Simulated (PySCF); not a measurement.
C4H4F2O2, SMILES O=C[C@@H]1CC(F)(F)O1.

Geometry optimised at B3LYP-D3(BJ)/def2-SVP. The structure was generated by enumeration; whether it is a known compound was not checked. The values are those of a single conformer.

Calculation: PySCF with PBE/def2-TZVP.

Isolated molecule, no solvent.

Estimate the frontier levels, gap, dipole moment. (The exact figures need the calculation; the answer reports its results.)


| Property | Value |
|---|---|
| highest occupied level | -6.41 eV |
| lowest empty level | -2.75 eV |
| orbital gap | 3.67 eV |
| dipole moment | 1.53 D |
| quadrupole, principal values (traceless, Buckingham form, about the centre of nuclear charge) | -14.44, 6.18, 8.26 D·Å |
